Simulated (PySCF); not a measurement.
## Magnetic susceptibility: `C[C@@H]1CC[C@@H](C#N)O1`, C6H9NO

Geometry (Å), atoms numbered from 1 in this order:
```xyz
17

C     2.143    0.685   -0.243
C     0.824    0.162    0.294
C     0.206   -0.976   -0.535
C    -1.298   -0.824   -0.283
C    -1.417    0.596    0.334
C    -1.848    0.493    1.721
N    -2.158    0.393    2.817
O    -0.144    1.200    0.244
H     2.484    1.517    0.367
H     2.889   -0.104   -0.223
H     2.014    1.035   -1.264
H     0.947   -0.167    1.340
H     0.435   -0.818   -1.590
H     0.586   -1.949   -0.234
H    -1.665   -1.572    0.421
H    -1.877   -0.900   -1.201
H    -2.126    1.240   -0.200
```

Computed with GIAO B3LYP/pcSseg-1 magnetisability, rotational g tensor and spin-rotation constants, non-relativistic, gas phase in PySCF. Geometry: GFN2-xTB.

Q: How diamagnetic is it, and how anisotropic?

A: Isotropic -1249 × 10⁻³⁰ J/T², or -75.2 × 10⁻⁶ cm³/mol; principal values -1339, -1221, -1186 × 10⁻³⁰ J/T², anisotropy 139 × 10⁻³⁰ J/T² (root of half the summed squared differences of the principal values). The susceptibility is in cgs units.

Q: Split it along the inertial axes a, b, c into diamagnetic and paramagnetic parts about the centre of mass, with the quadrupole moment.

A: 
| axis | χ (10⁻⁶ cm³/mol) | diamagnetic (10⁻⁶ cm³/mol) | paramagnetic (10⁻⁶ cm³/mol) | summed x² of all electrons (Å²) | quadrupole Θ (D Å) |
| --- | --- | --- | --- | --- | --- |
| a | -78.9 | -422.1 | 343.2 | 176.7 | -8.48 |
| b | -73.3 | -887.4 | 814.1 | 67.0 | +3.54 |
| c | -73.4 | -1033.8 | 960.4 | 32.5 | +4.94 |

Anisotropies 2χaa − χbb − χcc = -11.2 and 2χbb − χaa − χcc = +5.8 × 10⁻⁶ cm³/mol. Θ is traceless in Buckingham's convention.

Q: And the rotational g tensor?

A: 
```csv
axis,rotational constant (GHz),g,nuclear part,electronic part
a,3.9024,-0.0123,0.6168,-0.6292
b,1.5196,-0.0139,0.5673,-0.5812
c,1.2911,-0.0122,0.5703,-0.5825
```
Asymmetric top; isotopes 12C, 1H, 14N, 16O; no vibrational averaging.
